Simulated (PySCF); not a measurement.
**Computed properties of CH2F4Si, SMILES [SiH2](F)C(F)(F)F**

Si(CF3)(F)(H)2 (CH2F4Si), SMILES F[SiH2]C(F)(F)F. Geometry: PBE0-D3(BJ)/def2-SVP. One conformer was computed; it need not be the lowest. All values are computed for the isolated molecule unless a solvent is named; none is compared with measurement here.

**Structure.** The optimised structure has Cs symmetry. All 18 harmonic modes at PBE0-D3(BJ)/def2-SVP (PySCF) are real, so it is a minimum. With heavy atoms numbered as in [SiH2:1]([F:2])[C:3]([F:4])([F:5])[F:6], the shortest bond between them is C3–F5 at 1.338 Å and the longest Si1–C3 at 1.925 Å.

**Vibrations.** The strongest infrared lines (harmonic, unscaled, degenerate partners summed) lie at 1184 cm⁻¹ (240 km/mol, C 72 %, F 27 %), 1205 cm⁻¹ (212 km/mol, C 73 %, F 27 %), 919 cm⁻¹ (209 km/mol, H 66 %, Si 16 %, F 16 %). The softest mode is at 66 cm⁻¹ and the zero-point energy is 21.9 kcal/mol.

**Electronic structure.** ωB97X/def2-TZVP (PySCF) places the frontier levels at -12.16 and 1.59 eV, a gap of 13.75 eV, and gives a dipole moment of 1.96 D and a mean polarisability of 37.8 bohr³. PBE/def2-TZVP (PySCF) at the same geometry gives -8.09 and -1.45 eV, so its gap is 7.11 eV narrower. An orbital gap is neither the optical nor the fundamental gap.

**Excitations.** TDA-B3LYP/def2-SVPD (PySCF) has S1 at 7.71 eV (161 nm, f = 0.007, weak); the most intense of the 10 singlets computed lies at 9.68 eV (f = 0.18). T1 (TDA) is at 7.19 eV, 0.52 eV under S1. TDA-PBE/def2-SVPD (PySCF) puts S1 at 6.98 eV. No vertical singlet excitation falls in the visible range (under 3.1 eV).

**NMR.** GIAO shifts at PBE0/pcSseg-1 (PySCF) (non-relativistic, atoms alike by connectivity averaged): ¹³C at 133.1 ppm against TMS; ¹H at 5.2 ppm against TMS; ²⁹Si at -12.3 ppm against TMS; ¹⁹F from -231.8 to -87.9 ppm against CFCl3.

**Solvation.** SMD-PBE0/def2-SVP (PySCF) gives 1.9 kcal/mol in water, -0.8 kcal/mol in chlorobenzene, -1.5 kcal/mol in acetone (1 M in both phases, gas-phase geometry); of these solvents acetone holds the molecule best.
